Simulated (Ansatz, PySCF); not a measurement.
Spin states of IrO2 (SMILES [O]=[Ir]=[O]), each relaxed with B3LYP-D3(BJ)/def2-TZVP.
State 1 (charge 0, multiplicity 2):
```csv
atom,x (Å),y (Å),z (Å)
Ir,0.0318,-0.0210,0.0210
O,1.2593,0.2360,-1.1240
O,-1.3242,-0.1677,1.0326
```
State 2 (charge 0, multiplicity 4):
```tsv
atom	x (Å)	y (Å)	z (Å)
Ir	0.3431	-0.2881	0.3436
O	0.9427	0.3447	-1.1514
O	-1.3189	-0.0092	0.7373
```

Singlets are restricted, other states unrestricted; no spin–orbit coupling, no relativity up to Kr; see below for the cores. The largest T1 diagnostic is 0.088.

Run with Ansatz (Gaussian orbitals); PySCF for the dispersion terms. Each number belongs to the level named beside it. In def2 rows elements past Kr take small-core potentials, without spin–orbit coupling.

Question: What energy of the multiplicity-4 state less that of the multiplicity-2 state does PBE0/def2-TZVPP give?

Answer: 90 kJ/mol

Question: What is the computed energy of the multiplicity-4 state less that of the multiplicity-2 state (B3LYP-D3(BJ)/def2-TZVPP)?

Answer: 97 kJ/mol

Question: Give the energy of the multiplicity-4 state less that of the multiplicity-2 state at the level BHLYP/def2-TZVPP.

Answer: 82 kJ/mol

Ansatz is an electronic-structure program.
